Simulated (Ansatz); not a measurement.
Isolated molecules relaxed with PBE0-D4/def2-TZVP in Ansatz; ΔE leaves out vibrations. CCSD(T)/CBS adds triple-zeta CCSD(T) − MP2 to the extrapolated MP2 energy (def2 sets, frozen cores). This one scheme is used for every species. Functionals use def2-TZVPP. One conformer a species, not always the lowest.

Consider the hydrogenolysis of the Si–F bond: `C=C[SiH](F)Cl` + H₂ → `C=C[SiH2]Cl` + H–F.

(1) Is it downhill or uphill in electronic energy at CCSD(T)/CBS, and by how much? (Estimate.)

(2) What do these levels give: BHLYP-D4, BLYP, CCSD/def2-SVP, MP2/def2-TZVPP, CCSD/def2-TZVPP, HF/def2-QZVPP? (An estimate is asked.)

Largest T1 diagnostic among the species: 0.011.

## Answers

(1) Ansatz gave: Uphill: ΔE = +29.8 kcal/mol.

(2) Ansatz gave: BHLYP-D4 30.9, BLYP 30.4, CCSD/def2-SVP 26.7, MP2/def2-TZVPP 30.5, CCSD/def2-TZVPP 29.2, HF/def2-QZVPP 30.2 kcal/mol.

From r2SCAN to r2SCAN0 (25 % exact exchange), in def2-TZVPP and without D4, ΔE moves by −1.1 kcal/mol. At CCSD(T), def2-SVP lies −2.7 kcal/mol from the extrapolated value and def2-TZVPP −0.2 kcal/mol.
